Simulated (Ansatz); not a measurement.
Worked example: CH3Cl + B(CH3)2(SH) → CH4S + B(CH3)2Cl

Species: CH3Cl `CCl`, singlet; B(CH3)2(SH), singlet; CH4S (methanethiol) `CS`, singlet; B(CH3)2Cl (chlorodimethylborane), singlet. The partners trade Cl for SH: C–Cl and B–SH bonds give way to C–SH and B–Cl.

Shapes, held fixed at every level: PBE0-D4/def2-TZVP. Programs: Ansatz 0.2.0. The zero-point and thermal change to 298 K, harmonic and unscaled (PBE0-D4/def2-TZVP), is -1.6 kJ/mol.

At CCSD(T)/CBS estimate; 1 Eh = 2625.50 kJ/mol:

| species | energy (Eh) |
| --- | --- |
| CH3Cl | -499.632200 |
| B(CH3)2(SH) | -502.939183 |
| CH4S | -438.228352 |
| B(CH3)2Cl | -564.351921 |

Question: Work out ΔH(298 K) of the reaction at this level.

Answer: 
1. Products less reactants: (-438.228352) + (-564.351921) − [(-499.632200) + (-502.939183)] = -0.008890 Eh = -23.3 kJ/mol.
2. With the thermal change: -23.3 + (-1.6) = -24.9 kJ/mol.

Other levels give -31.7 (HF/def2-TZVPP) to -21.4 kJ/mol (PBE-D4/def2-TZVPP). No measured value is set beside it here. The CBS estimate extrapolates MP2 from def2-TZVPP and def2-QZVPP and adds CCSD(T) − MP2 in the triple-zeta set, cores frozen.
